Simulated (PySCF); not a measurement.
Vertical excitations of a molecule C3H9FSi2 from TDA-PBE/def2-SVPD run with PySCF, as energy in eV (oscillator strength): 6.45 (0.008), 6.57 (0.005), 6.67 (0.005), 6.78 (0.013), 6.82 (0.013), 6.92 (0.047). Lowest triplet (TDA): 6.29 eV. Geometry optimised at r2SCAN-D4/def2-SVP. Other conformers were not sampled.

### Question
Which structure fits?
A) F[C@]1([SiH3])C[C@H]1[SiH3]
B) C=C[Si@H](C)[SiH2]F
C) C[Si@H]1[SiH2]C[C@@H]1F
D) C/C(F)=C\[SiH2][SiH3]

### Answer
A, F[C@]1([SiH3])C[C@H]1[SiH3]
